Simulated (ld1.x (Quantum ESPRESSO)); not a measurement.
## Which change was made? (Hg, TM)

| Property | Result |
| --- | --- |
| Element | Hg (Z = 80) |
| Generator | ld1.x (Quantum ESPRESSO) 7.5 |
| Type | norm-conserving Troullier–Martins (Kleinman–Bylander form) |
| Functional | LDA (PZ) |
| Relativity | scalar-relativistic |
| Frozen core | [Xe] 4f14 |
| Valence charge | 12 |
| Reference configuration | 5d10 6s2 6p0 |
| Partial waves | 6s (bound): rc 2.05 bohr; 6p (bound, empty): rc 2.15 bohr; 5d (bound): rc 1.70 bohr |
| Local potential | the d channel |
| Core correction | Bessel-smoothed model core, default radius (core density twice the valence density) |

Cutoffs, loose and tight: the cutoffs (Ry, on a coarse ladder) from which the occupation-weighted sum of valence levels, in a spherical-Bessel basis at the reference potential, stays within 10 and 1 mRy of its value at 400 Ry. They do not see the model core or the augmentation charge, which bear on the density cutoff. Test errors are all-electron minus pseudo excitation energies from the reference, over the configurations 5d10 6s1 6p0; 5d10 6s0 6p0; 5d9 6s0 6p0; 5d10 6s1 6p1; 5d9 6s2 6p0; 5d9 6s2 6p1; 5d10 6s0 6p1 (two spin-polarised tests are not counted in the largest error); variants that change the core or the reference have their own tests.

The base gives: outcome: generated; cutoff, loose: 50 Ry; cutoff, tight: 70 Ry; bound ghosts: s, p; largest test error (meV): -67.

After one change the result is: outcome: generated; cutoff, loose: 50 Ry; cutoff, tight: 80 Ry; bound ghosts: none; largest test error (meV): -141. Which change was it?
A. wave 5d (bound): rc 1.70 bohr becomes 5d (bound): rc 1.34 bohr
B. local potential the s channel
C. all radii but the core radius scaled by about 0.78 (s 1.60, p 1.68, d 1.32 bohr)

B. The others give: all radii but the core radius scaled by about 0.78 (s 1.60, p 1.68, d 1.32 bohr) → outcome: generated; cutoff, loose: 70 Ry; cutoff, tight: 140 Ry; bound ghosts: p, s; largest test error (meV): -87 | wave 5d (bound): rc 1.70 bohr becomes 5d (bound): rc 1.34 bohr → outcome: generated; cutoff, loose: 70 Ry; cutoff, tight: 90 Ry; bound ghosts: s, p; largest test error (meV): -75.
